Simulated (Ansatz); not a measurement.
`O=BCl` + `O=BO` → `O=BOB=O` + HCl at 500 K and 1 bar (ligand exchange at a B–Cl bond).

Program: Ansatz. Geometries: PBE0-D4/def2-TZVP. ΔE: electronic, gas phase. CCSD(T)/CBS adds triple-zeta CCSD(T) − MP2 to the extrapolated MP2 energy (def2 sets, frozen cores). This one scheme is used for every species. One conformer a species, not always the lowest.

| species | CCSD(T)/CBS energy (Eh) | H − E (kJ/mol) | S (J/(mol·K)) |
| --- | --- | --- | --- |
| `O=BCl` | -559.82186 | 41.6 | 261.1 |
| `O=BO` | -175.82890 | 75.6 | 269.6 |
| `O=BOB=O` | -275.27013 | 79.6 | 322.9 |
| HCl | -460.38127 | 32.5 | 201.9 |

H − E and S are ideal-gas, rigid-rotor, harmonic terms from PBE0-D4/def2-TZVP, for one conformer and one mirror image of each species. 1 Eh = 2625.50 kJ/mol, R = 8.31446 J/(mol·K).

Q: By hand: ΔE, ΔH, ΔS and ΔG.

A: ΔE = (-275.27013) + (-460.38127) − (-559.82186) − (-175.82890) = -0.00064 Eh = -1.7 kJ/mol. Δ(H − E) = 79.6 + 32.5 − 41.6 − 75.6 = -5.1, so ΔH = -6.8 kJ/mol. ΔS = 322.9 + 201.9 − 261.1 − 269.6 = -5.9 J/(mol·K). ΔG = -6.8 − 500 × (-5.9)/1000 = -3.8 kJ/mol.

Q: By hand: the equilibrium constant, and the temperature at which ΔG would vanish if ΔH and ΔS stayed fixed.

A: log₁₀ K = −ΔG/(RT ln 10) = 0.4. ΔG = 0 at ΔH/ΔS = 1153 K, though so small a ΔH makes that figure unsure.

TΔS isn't small against ΔH here. The sign of ΔG lies within the doubt. A doubt of 5 kJ/mol in ΔE shifts log₁₀ K by 0.5 here. Other conformers and mirror images would add mixing entropy, several J/(mol·K) or more a flexible species. These are equilibria of isolated gas molecules and say nothing of rates. Largest T1 diagnostic: 0.018 (customary marks: 0.02 for closed shells, 0.045 for open ones).
